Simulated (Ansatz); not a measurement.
C2H6BiCl⁻, that is BiMe2Cl with one electron more. The state is a doublet with charge -1. Geometry B3LYP-D4/def2-SVP, that of the neutral singlet.

Cartesian coordinates in Å:
```
Bi -0.291 -0.923 -1.039
C 1.655 0.021 -0.285
H 1.963 -0.481 0.645
H 1.452 1.084 -0.098
H 2.438 -0.086 -1.049
C -1.433 -0.260 0.831
H -2.508 -0.430 0.681
H -1.239 0.811 0.981
H -1.077 -0.839 1.698
Cl -0.961 1.103 -2.365
```

In the def2 sets Bi takes a core potential; there is no spin–orbit coupling. At PBE-D4/def2-TZVPD, r2SCAN-D4/def2-TZVPD, PBE0-D4/def2-TZVPD the highest occupied level of the charge -1 doublet lies above zero (up to 2.06 eV). By energy differences its removal costs 0.14 eV (vertical, to the charge 0 singlet, at PBE-D4/def2-TZVPD); a positive level beside a positive removal energy at the same level points to self-interaction error.

(1) Estimate the α-spin orbital energies around the gap (eV) in Ansatz with PBE-D4/def2-TZVPD, r2SCAN-D4/def2-TZVPD, PBE0-D4/def2-TZVPD.

Answers

(1) 
```tsv
orbital	PBE-D4/def2-TZVPD	r2SCAN-D4/def2-TZVPD	PBE0-D4/def2-TZVPD
HOMO−5	-3.35	-3.62	-4.65
HOMO−4	-2.93	-3.17	-4.12
HOMO−3	-2.57	-2.82	-3.81
HOMO−2	-2.00	-2.23	-3.15
HOMO−1	-1.50	-1.66	-2.47
HOMO	2.06	1.99	1.42
LUMO	2.82	3.19	3.42
LUMO+1	2.97	3.44	3.49
LUMO+2	3.03	3.51	3.59
LUMO+3	3.87	4.45	4.39
LUMO+4	4.26	4.78	4.83
LUMO+5	4.29	4.86	4.87
β HOMO	-1.38	-1.54	-2.31
β LUMO	2.77	3.24	3.53
```
